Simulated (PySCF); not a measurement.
Diatomics with 94 electrons

r²SCAN in PySCF with def2-SVP on every atom (core potentials on Hg, Pb, Bi), for the lowest determinant that a PBE0 search found; no spin–orbit coupling. All have 94 electrons, 6 of them in the valence shells, and the same state, a triplet (π ↑↑). For ions De leads to the atom and ion picked by measured ionisation energies and electron affinities.

```tsv
species	difference of nuclear charges	Re (Å)	ωe (cm⁻¹)	k (mdyn/Å)	De (eV)	dissociates to	Mayer bond order
SiHg	66	2.559	209	0.629	0.66	Si + Hg	1.00
MgPb	70	2.807	214	0.580	1.01	Mg + Pb	1.37
NaBi	72	3.013	180	0.396	1.14	Na + Bi	0.94
HgP⁺	65	2.452	261	1.08	2.43	Hg⁺ + P	1.09
MgBi⁺	71	2.839	221	0.619	n/a	Mg + Bi⁺	1.21
```

(1) Which member of the whole set has the stiffest bond, and how does it compare with the softest?

These are scalar-relativistic numbers at best; spin–orbit coupling would shift them, the dissociation energy most. For an ion De counts to the pair picked by the measured ionisation energies or electron affinities, which need not be the lowest pair at this level. States were picked by a PBE0 search and need not be the measured ground states.

Answers

(1) HgP⁺ with k = 1.08 mdyn/Å, 2.7 times that of NaBi.
